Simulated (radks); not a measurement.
Question: Pr2+, configuration [Xe] 4f1 5d1 6s1 (not the ground configuration). All-electron calculation, Dirac Kohn-Sham, PBEsol, spin-unpolarised, spherical densities, point nucleus; open shells fill j = l - 1/2 first. Program: a radial shooting solver on a logarithmic mesh with Libxc functionals. Some entries of the table are withheld. Estimate them.

orbital,occ.,eigenvalue (eV),<r> (bohr)
1s1/2,2,-41790.13,0.02410
2s1/2,2,-6746.150,0.1026
2p1/2,2,-6377.679,(1)
2p3/2,4,-5895.872,(2)
3s1/2,2,-1481.222,0.2722
3p1/2,2,-1324.540,0.2619
3p3/2,4,-1229.146,0.2742
3d3/2,4,-955.5476,(3)
3d5/2,6,-934.9967,(4)
4s1/2,2,-318.8881,(5)
4p1/2,2,-260.0924,0.6367
4p3/2,4,-239.2025,0.6639
4d3/2,4,(6),(7)
4d5/2,6,(8),(9)
5s1/2,2,-61.2156,(10)
5p1/2,2,-44.4078,1.598
5p3/2,4,-41.0680,1.671
4f5/2,1,-28.5459,0.9453
4f7/2,0,-28.1025,0.9529
5d3/2,1,-18.4805,2.279
5d5/2,0,-18.1284,2.313
6s1/2,1,-15.8010,3.441

Answer: 
(1) 2p1/2 <r> (bohr): 0.08608
(2) 2p3/2 <r> (bohr): 0.09238
(3) 3d3/2 <r> (bohr): 0.2454
(4) 3d5/2 <r> (bohr): 0.2492
(5) 4s1/2 <r> (bohr): 0.6199
(6) 4d3/2 eigenvalue (eV): -142.4233
(7) 4d3/2 <r> (bohr): 0.7119
(8) 4d5/2 eigenvalue (eV): -138.7047
(9) 4d5/2 <r> (bohr): 0.7214
(10) 5s1/2 <r> (bohr): 1.444
